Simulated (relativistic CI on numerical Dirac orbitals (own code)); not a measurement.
# Ge⁵⁺: calculation against measurement

Computed by Dirac-Coulomb-Breit CI, separate exchange-only KLI orbitals for each configuration, model QED, valence Slater integrals scaled by 0.9, configuration energies shifted to the measured levels that pair with them (semi-empirical) (own radial code, finite nucleus).

Configuration list (outside the closed core [Ne]): 3s²3p⁶3d⁹, 3s²3p⁶3d⁸4s, 3s²3p⁶3d⁸4p, 3s²3p⁵3d¹⁰, 3s²3p⁶3d⁸4d, 3s²3p⁶3d⁸5s, 3s²3p⁶3d⁸5p, 3s²3p⁶3d⁸4f, 3s²3p⁶3d⁷4s², 3s²3p⁶3d⁸5d, 3s3p⁶3d¹⁰, 3s²3p⁶3d⁸5f, 3s²3p⁶3d⁸5g, 3s²3p⁶3d⁷4s4p, 3s²3p⁶3d⁷4p², 3s²3p⁶3d⁷4s4d, 3s²3p⁶3d⁷4p4d. Levels of other configurations are missing.

```csv
Configuration,Term (tabulated),J,Measured (cm⁻¹),Computed,Error,Purity (%)
3s²3p⁶3d⁹,2D,5/2,0.0,0,0,100
3s²3p⁶3d⁹,2D,3/2,4560.0,4486,-74,100
3s²3p⁶3d⁸4s,4F,9/2,303696.2,303722,26,100
3s²3p⁶3d⁸4s,4F,7/2,306243.4,306218,-26,93
3s²3p⁶3d⁸4s,4F,5/2,308657.2,308606,-51,97
3s²3p⁶3d⁸4s,4F,3/2,310199.1,310152,-47,98
3s²3p⁶3d⁸4s,2F,7/2,313024.6,312790,-234,92
3s²3p⁶3d⁸4s,2F,5/2,316936.8,316695,-242,95
3s²3p⁶3d⁸4s,2D,3/2,329073.6,330492,1418,73
3s²3p⁶3d⁸4s,4P,3/2,332376.6,333826,1450,82
3s²3p⁶3d⁸4s,4P,1/2,332497.0,333980,1483,99
3s²3p⁶3d⁸4s,2P,3/2,339335.3,340404,1068,92
3s²3p⁶3d⁸4s,2P,1/2,340525.3,341564,1039,99
3s²3p⁶3d⁸4s,2G,9/2,343624.4,343317,-307,100
3s²3p⁶3d⁸4s,2G,7/2,343674.0,343366,-308,99
3s²3p⁶3d⁸4s,2S,1/2,391183.2,394160,2976,99
3s²3p⁶3d⁸4p,4D°,7/2,404892.3,404698,-194,92
3s²3p⁶3d⁸4p,4D°,5/2,408981.1,408712,-269,91
3s²3p⁶3d⁸4p,4G°,11/2,411591.6,410662,-929,100
3s²3p⁶3d⁸4p,4G°,7/2,411885.9,411095,-791,75
3s²3p⁶3d⁸4p,4D°,3/2,412037.7,411737,-301,94
3s²3p⁶3d⁸4p,4D°,1/2,413872.6,413578,-295,99
3s²3p⁶3d⁸4p,4F°,7/2,416799.7,415768,-1032,56
3s²3p⁶3d⁸4p,2D°,5/2,420117.8,419599,-519,70
3s²3p⁶3d⁸4p,2D°,3/2,423030.0,422588,-442,70
3s²3p⁶3d⁸4p,2F°,5/2,424506.4,423544,-963,74
3s²3p⁶3d⁸4p,4P°,3/2,429997.3,430843,845,71
3s²3p⁶3d⁸4p,4P°,5/2,430736.0,431547,811,60
3s²3p⁶3d⁸4p,4P°,1/2,431041.9,432039,997,90
3s²3p⁶3d⁸4p,2F°,5/2,433507.0,434067,560,71
3s²3p⁶3d⁸4p,2D°,3/2,436023.6,436670,646,56
3s²3p⁶3d⁸4p,2P°,1/2,436727.0,437204,477,88
3s²3p⁶3d⁸4p,2D°,5/2,437801.0,438696,895,84
3s²3p⁶3d⁸4p,4D°,1/2,441221.0,441426,205,95
3s²3p⁶3d⁸4p,4D°,3/2,441278.0,441554,276,79
3s²3p⁶3d⁸4p,4D°,5/2,441386.0,441621,235,62
3s²3p⁶3d⁸4p,4D°,7/2,442790.4,442790,0,77
3s²3p⁶3d⁸4p,2H°,9/2,444442.2,443460,-982,97
3s²3p⁶3d⁸4p,2D°,5/2,445670.0,445829,159,67
3s²3p⁶3d⁸4p,2H°,11/2,448258.9,447069,-1190,100
3s²3p⁶3d⁸4p,2P°,1/2,449093.0,449374,281,79
```

Measured levels from Sugar and Musgrove, J. Phys. Chem. Ref. Data 22, 1213 (1993); pairs were made by configuration, J and term (by order where the table uses no LS term), so strongly mixed levels may be paired wrongly.

Mean error by configuration (cm⁻¹): 3s²3p⁶3d⁹ -74; 3s²3p⁶3d⁸4s 589; 3s²3p⁶3d⁸4p -61. Over the excited levels the mean absolute error is 626 cm⁻¹ (40 of the 48 excited levels that our extract of the source holds in range could be paired, and the others can miss by more), and the median relative error of those above 1,000 cm⁻¹ is 0.12 %, both after the shifts were fitted to these levels, so that a configuration with one level shows no error.

Configurations whose levels could be paired with our table of measured levels were shifted onto them, all but the ground configuration, by the median error of their levels; single terms can still be off by 1,000 to 2,000 cm⁻¹ or more, and rates follow the energies as ν³ (E1, M1) or ν⁵ (E2). The others borrow a shift and can be off by several thousand cm⁻¹ or more. 40 of the 48 excited levels that our extract of the measured tables holds in this range could be paired (the sources list more); they are missed by 626 cm⁻¹ on average and 2976 at most, after the shifts were fitted to these levels, and levels without a partner can miss by more.

Shifts applied (cm⁻¹): 3s²3p⁶3d⁹ 0; 3s²3p⁶3d⁸4s -133; 3s²3p⁶3d⁸4p 59.
